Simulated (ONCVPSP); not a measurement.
# Before and after: ONCV potential for antimony

| Property | Result |
| --- | --- |
| Element | antimony (Sb) |
| Generator | ONCVPSP 4.0.1 |
| Type | optimised norm-conserving Vanderbilt (ONCV) |
| Functional | PBE |
| Relativity | scalar-relativistic |
| Frozen core | [Kr] 4d10 |
| Valence charge | 5 |
| Reference configuration | 5s2 5p3 |
| Partial waves | 5s: rc 1.90 bohr, ncon 4, nbas 8, qcut 2.8 1/bohr, 3 projectors, debl 3.8 Ha; 5p: rc 1.80 bohr, ncon 4, nbas 8, qcut 5.3 1/bohr, local |
| Local potential | the p channel |
| Core correction | Teter function, fcfact 5.75, rcfact 1.65 |

All-electron outer shells of the reference configuration (PBE, scalar-relativistic, ld1.x):

| shell | level (eV) | outermost node (bohr) | outermost maximum (bohr) |
| --- | --- | --- | --- |
| 4p | -101.79 | 0.39 | 0.76 |
| 4d | -33.51 | 0.38 | 0.84 |
| 5s | -12.83 | 0.95 | 1.90 |
| 5p | -4.83 | 1.04 | 2.35 |

Change: all radii but the core radius scaled by about 1.13 (s 2.14, p 2.04 bohr).

Cutoffs: the cutoffs (Ha) at which the residual kinetic energy of the hardest occupied pseudo-wave falls to 1 and 0.1 mHa per electron; they do not see the model core or the augmentation charge, which bear on the density cutoff. Errors are all-electron minus pseudo energies relative to the spin-unpolarised reference configuration.

**Question.** How do hardness, ghosts and transferability respond?

**Answer.** The potential gets softer (33 Ha and 48 Ha → 27 Ha and 37 Ha); of the 4 tests that both files solve, the error grows in 1 and shrinks in 0 by more than 15 % and 0.3 meV (median size 203.1 → 209.0 meV); neither file shows a bound ghost. A larger radius leaves more room for a smooth pseudo-wave, so fewer plane waves are needed.

```csv
quantity,base,changed
"cutoff, loose",33 Ha,27 Ha
"cutoff, tight",48 Ha,37 Ha
loose cutoff by channel,"s 33 Ha, p 10 Ha","s 27 Ha, p 6.7 Ha"
bound ghosts,none,none
GHOST(+) flags under 300 eV,s at 298.6 eV,none
"error for 5s2 5p2, meV [ΔE 8.32 eV]",-64,-65
"error for 5s2 5p1, meV [ΔE 24.29 eV]",-340,-340
"error for 5s2 5p0, meV [ΔE 48.70 eV]",-958,-947
"error for 5s1 5p3, meV [ΔE 17.05 eV]",-66,-78
"rms error of d²Exc/dni dnj with the model core, mHa",5.84,5.94
```

Base: The cutoffs count occupied waves only; projector 3 of the s channel, the hardest unoccupied one, needs 83 Ha at the loose tolerance.
